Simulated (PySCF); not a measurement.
C3H8BNO, SMILES CNB1COC1.

Coordinates come from a PBE0-D3(BJ)/def2-SVP optimisation. The structure was generated by enumeration, and PubChem lists no compound with its InChIKey, so it may never have been made. The values are those of a single conformer.

All values below come from PBE/def2-TZVP in PySCF.

Isolated molecule, no solvent.

```
Quantity                                                                                                       Result
---------------------------------------------------------------------------------------------  ----------------------
total energy                                                                                       -273.70834 hartree
point group                                                                                                        Cs
highest occupied level                                                                                       -5.24 eV
lowest empty level                                                                                           -0.37 eV
orbital gap                                                                                                   4.87 eV
dipole moment                                                                                               0.775 e·Å
quadrupole, principal values (traceless, Buckingham form, about the centre of nuclear charge)  -3.78, -0.65, 4.43 D·Å
mean static polarisability                                                                       63.6 bohr³ (9.42 Å³)
polarisability, principal values                                                               50.8, 63.4, 76.6 bohr³
```
